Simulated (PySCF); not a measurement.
C3H10O2SSi, SMILES CO[Si](C)(S)OC (GFN2-xTB optimised geometry):

```
17

C      1.729    -1.298    -0.383
O      0.827    -0.292     0.000
Si    -0.795    -0.292     0.000
C     -1.236     1.549     0.000
S     -1.502    -1.387    -1.708
O     -1.502    -1.130     1.206
C     -1.454    -0.850     2.579
H      2.708    -0.835    -0.498
H      1.422    -1.748    -1.329
H      1.779    -2.078     0.380
H     -1.010     2.018    -0.951
H     -0.680     2.078     0.768
H     -2.294     1.689     0.196
H     -2.708    -1.647    -1.237
H     -1.970     0.088     2.794
H     -0.422    -0.770     2.924
H     -1.952    -1.667     3.100
```

Method: PBE0/def2-SVP (PySCF).

Task: What are the frontier orbital energies and the dipole moment?

Result: HOMO-2 -8.19 eV, HOMO-1 -8.05 eV, HOMO -7.02 eV, LUMO 1.13 eV, LUMO+1 1.70 eV; dipole moment 2.03 D.

On the same geometry PBE/def2-SVP run with PySCF gives HOMO-2 -6.60 eV, HOMO-1 -6.48 eV, HOMO -5.71 eV, LUMO 0.21 eV, LUMO+1 0.79 eV; dipole moment 1.92 D.

Meta-Löwdin charges at PBE0/def2-SVP: C1 -0.07, O2 -0.60, Si3 1.19, C4 -0.57, S5 -0.33, O6 -0.61, C7 -0.08, H8 0.11, H9 0.10, H10 0.10, H11 0.13, H12 0.12, H13 0.12, H14 0.11, H15 0.09, H16 0.09, H17 0.11.
